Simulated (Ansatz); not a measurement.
Worked example: CH8O3Si2 + Y(CH3)2(OH) → Si2H6O4 + Y(CH3)3

Species: CH8O3Si2 `C[SiH](O)O[SiH2]O`, singlet; Y(CH3)2(OH), singlet; Si2H6O4 `O[SiH2]O[SiH](O)O`, singlet; Y(CH3)3, singlet. The partners trade CH3 for OH: Si–CH3 and Y–OH bonds give way to Si–OH and Y–CH3.

Shapes, held fixed at every level: PBE0-D4/def2-TZVP. Flexible molecules stand in one conformer, not always the lowest. Programs: Ansatz 0.2.0. Electronic energies: no zero-point or thermal term.

At CCSD(T)/def2-TZVPP; 1 Eh = 2625.50 kJ/mol:

```
    species  energy (Eh)
   CH8O3Si2  -846.576355
Y(CH3)2(OH)  -193.616321
    Si2H6O4  -882.519797
    Y(CH3)3  -157.638934
```

Task: Work out ΔE of the reaction at this level.

Result: 
1. Products less reactants: (-882.519797) + (-157.638934) − [(-846.576355) + (-193.616321)] = 0.033945 Eh = +89.1 kJ/mol.

Other levels give +84.5 (HF/def2-TZVPP) to +95.4 kJ/mol (wB97X-V/def2-TZVPP). No measured value is set beside it here. For atoms past krypton def2 sets carry core potentials with scalar relativity. Correlated rows may include outer-core shells of Y, which these sets cover unevenly.
